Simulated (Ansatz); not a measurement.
A nudged elastic band was laid between two geometries of CH$_{9}$PSi$_{2}$ (13 atoms, charge 0, multiplicity 1).

Computed with Ansatz 0.2.0, RKS CAM-B3LYP-D4/def2-SVP.

```yaml
movable_images: 5
climbing_image: yes
spring: 5.0 eV/Å²
optimiser: quadratic models (default)
start_path: IDPP
force_threshold: 0.05 eV/Å
iteration_limit: 60
end_points: relaxed
```

First end point:

```xyz
13
Properties=species:S:1:pos:R:3
C -1.782 0.111 0.900
Si -0.482 -1.198 0.520
Si 1.500 -0.188 -0.222
P 1.020 1.007 -2.096
H -1.428 0.799 1.682
H -2.016 0.706 0.004
H -2.715 -0.353 1.252
H -0.972 -2.120 -0.545
H -0.199 -2.013 1.738
H 2.083 0.664 0.856
H 2.513 -1.216 -0.596
H 2.225 1.766 -2.083
H 0.274 2.000 -1.396
```

Last end point:

```xyz
13
Properties=species:S:1:pos:R:3
C -1.910 0.064 0.561
Si -0.583 -1.242 0.272
Si 1.515 -0.232 -0.002
P 1.341 1.285 -1.686
H -1.973 0.755 -0.294
H -2.898 -0.402 0.693
H -1.690 0.656 1.462
H -0.894 -2.027 -0.958
H -0.532 -2.193 1.422
H 1.967 0.394 1.275
H 2.538 -1.237 -0.411
H 2.573 1.942 -1.403
H 0.566 2.201 -0.916
```

Question: What changes between the two ends?

Answer: No bond is made or broken. The dihedral H5–C1–Si2–Si3 goes from -60 to 60°.

Question: What energy profile does the band end with?

Answer: The forces met the threshold. The highest image is number 3 of 0 to 6, 7.0 kJ/mol above the ends, which have the same energy within 2 meV. A vibrational analysis at the climbing image gives one clearly imaginary mode, 169i cm⁻¹: a first-order saddle point.

| image | path coordinate (Å) | energy (kJ/mol) | dihedral H5–C1–Si2–Si3 (°) |
| --- | --- | --- | --- |
| 0 | 0.00 | 0.0 | -60 |
| 1 | 0.61 | 1.5 | -41 |
| 2 | 1.22 | 5.1 | -20 |
| 3 | 1.83 | 7.0 | 0 |
| 4 | 2.45 | 5.1 | 21 |
| 5 | 3.06 | 1.5 | 41 |
| 6 | 3.67 | -0.1 | 60 |

Question: What is the geometry of the highest image?

Answer: 
```xyz
13
Properties=species:S:1:pos:R:3
C -1.909 0.079 0.645
Si -0.586 -1.225 0.278
Si 1.515 -0.237 -0.045
P 1.341 1.251 -1.755
H -1.497 1.099 0.648
H -2.710 0.046 -0.107
H -2.367 -0.096 1.630
H -0.930 -1.986 -0.958
H -0.494 -2.209 1.396
H 1.988 0.411 1.214
H 2.522 -1.260 -0.445
H 2.576 1.907 -1.484
H 0.570 2.184 -1.002
```

Question: What are the harmonic wavenumbers there?

Answer: 169i, 46, 92, 134, 176, 388, 404, 463, 480, 579, 619, 697, 699, 735, 778, 805, 865, 888, 942, 959, 1107, 1291, 1448, 1448, 2221, 2230, 2232, 2242, 2416, 2427, 3065, 3155, 3162 cm⁻¹.

The band took 4 iterations and roughly 2.9 core-minutes.

Time of the run: 88 s on 2 threads of Arm Neoverse V1, on a shared host, peak memory 0.33 GiB.
